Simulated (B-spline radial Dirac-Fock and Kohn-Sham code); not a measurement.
# Compton profile of Os⁵²⁺

System: Os⁵²⁺, configuration [Ar] 3d6.

The run's input, task.json:

```json
{"items": [{
  "Z": 76,
  "q": 52,
  "cfg": [[1, 0, 2], [2, 0, 2], [2, 1, 6], [3, 0, 2], [3, 1, 6], [3, 2, 6]],
  "A": 192,
  "rrms": 5.4126,
  "do": ["scatter"],
  "s": [0.0, 0.1, 0.12, 0.14, 0.17, 0.2, 0.23, 0.28, 0.33, 0.39, 0.46, 0.55, 0.65, 0.77, 0.91, 1.08, 1.28, 1.52, 1.8, 2.13, 2.53, 3.0, 3.56],
  "pz": [0, 0.1, 0.13, 0.18, 0.24, 0.32, 0.43, 0.57, 0.76, 1.0, 1.4, 1.8, 2.4, 3.2, 4.3, 5.8, 7.7, 10.0, 14.0, 18.0, 25.0],
  "hv_scatter": [1000, 5000, 8047.8, 17479.3, 20000, 30000, 100000, 1000000]
}]}
```

Command: `python xray_run.py task.json out`

Method: the impulse approximation on configuration-average Dirac-Fock orbitals. Computed with a radial atomic solver. pz is in atomic units of momentum; subshell profiles are per electron, for a selection of subshells; open shells are spread over both j values by their weights.

| pz | J total | J 2p3/2 | J 3p1/2 | J 3d3/2 | J 3d5/2 |
| --- | --- | --- | --- | --- | --- |
| 0 | 0.7840 | 0.0188 | 0.0425 | 0.0292 | 0.0298 |
| 0.76 | 0.7817 | 0.0188 | 0.0425 | 0.0292 | 0.0298 |
| 1 | 0.7800 | 0.0188 | 0.0425 | 0.0292 | 0.0298 |
| 1.4 | 0.7762 | 0.0188 | 0.0425 | 0.0292 | 0.0298 |
| 1.8 | 0.7710 | 0.0188 | 0.0424 | 0.0292 | 0.0298 |
| 2.4 | 0.7610 | 0.0188 | 0.0423 | 0.0292 | 0.0298 |
| 3.2 | 0.7432 | 0.0188 | 0.0419 | 0.0292 | 0.0298 |
| 4.3 | 0.7111 | 0.0188 | 0.0408 | 0.0291 | 0.0297 |
| 5.8 | 0.6550 | 0.0187 | 0.0377 | 0.0289 | 0.0294 |
| 7.7 | 0.5704 | 0.0184 | 0.0315 | 0.0279 | 0.0284 |
| 10 | 0.4634 | 0.0179 | 0.0221 | 0.0254 | 0.0257 |
| 14 | 0.3079 | 0.0162 | 0.00870 | 0.0183 | 0.0181 |
| 18 | 0.2069 | 0.0137 | 0.00306 | 0.0110 | 0.0107 |
| 25 | 0.1118 | 0.00886 | 0.00176 | 0.00363 | 0.00337 |

J(0) = 0.7840. The 3p3/2 subshell gives the largest part, 23 %.

Mean momentum ⟨p⟩ by subshell (a.u.): 1s1/2 80.2, 2s1/2 28.8, 2p1/2 37.9, 2p3/2 33.3, 3s1/2 15.3, 3p1/2 18.2, 3p3/2 16.9, 3d3/2 20.2, 3d5/2 19.7.
